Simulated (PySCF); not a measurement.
Potential energy of Y2 along the bond

Set-up: Y def2-TZVPP with ECP28; scalar-relativistic core potentials (PySCF 2.14). Energies in eV from Y (4d1 5s2) + Y (4d1 5s2) in their ground configurations at the same level. All curves are PBE0. state 1: ⁵Σu⁻ (quintet), unpaired electrons σ ↑↑, π ↑↑; state 2: Ms = 1 determinant of mixed spin (⟨S²⟩ near 3.1), unpaired electrons π ↑↑, a second solution, started from another occupation; state 3: Ms = 0 determinant of mixed spin (⟨S²⟩ near 2.1), unpaired electrons σ ↓↓, π ↑↑, a second solution, started from another occupation; state 4: Ms = 0 determinant of mixed spin (⟨S²⟩ near 1.1), unpaired electrons σ ↓, π ↑, a second solution, started from another occupation.

```json
{"R (Å)": "2.478", "state 1": "-0.662", "state 2": "-0.493", "state 3": "-0.323", "state 4": "-0.4571"}
{"R (Å)": "2.594", "state 1": "-0.989", "state 2": "-0.870", "state 3": "-0.686", "state 4": "-0.7364"}
{"R (Å)": "2.709", "state 1": "-1.185", "state 2": "-1.091", "state 3": "-0.912", "state 4": "-0.9004"}
{"R (Å)": "2.796", "state 1": "-1.259", "state 2": "-1.175", "state 3": "-1.005", "state 4": "-0.9557"}
{"R (Å)": "2.882", "state 1": "-1.283", "state 2": "-1.200", "state 3": "-1.043", "state 4": "-0.9609"}
{"R (Å)": "2.969", "state 1": "-1.262", "state 2": "-1.176", "state 3": "-1.034", "state 4": "-0.9233"}
{"R (Å)": "3.084", "state 1": "-1.180", "state 2": "-1.085", "state 3": "-0.962", "state 4": "-0.8198"}
{"R (Å)": "3.228", "state 1": "-1.012", "state 2": "-0.901", "state 3": "-0.799", "state 4": "-0.6269"}
{"R (Å)": "3.401", "state 1": "-0.746", "state 2": "-0.611", "state 3": "-0.533", "state 4": "-0.3366"}
{"R (Å)": "3.631", "state 1": "-0.342", "state 2": "-0.170", "state 3": "-0.114", "state 4": "0.0952"}
```

**Question.** Put a parabola through the three lowest points of the state 1 curve and estimate Re, k and ωe (reduced mass 44.45 u; 1 eV/Å² = 0.16022 mdyn/Å; ωe = 1302.8·√(k/μ) cm⁻¹).

**Answer.** Through R = 2.796, 2.882, 2.969 Å the second-order coefficient is 3.01 eV/Å², so Re ≈ 2.885 Å, k ≈ 0.964 mdyn/Å and ωe ≈ 192 cm⁻¹. A polynomial fit of higher order to the unrounded PBE0 energies gives Re = 2.882 Å, k = 0.932 mdyn/Å, ωe = 189 cm⁻¹; anharmonicity and rounding make the difference.

The higher-order fit for each curve: state 1: Re = 2.882 Å, ωe = 189 cm⁻¹, De = 1.28 eV; state 2: Re = 2.881 Å, ωe = 199 cm⁻¹, minimum 1.20 eV below the ground-state fragments; state 3: Re = 2.906 Å, ωe = 191 cm⁻¹, minimum 1.04 eV below the ground-state fragments; state 4: Re = 2.848 Å, ωe = 193 cm⁻¹, minimum 0.96 eV below the ground-state fragments.

Closed-shell solutions of metal pairs were not tested for spin polarisation, which can lower them a little. The metal atom is held in its measured ground configuration; semilocal functionals can put another filling of s and d lower by some tenths of an eV, and De to that atom would be smaller. ⟨S²⟩ of the unrestricted solution departs from its pure value on part of the curve, where spin states mix. These are scalar-relativistic numbers at best; spin–orbit coupling would shift them, the dissociation energy most. With d or f electrons several states lie close, and the lowest PBE0 determinant need not be the measured ground state.
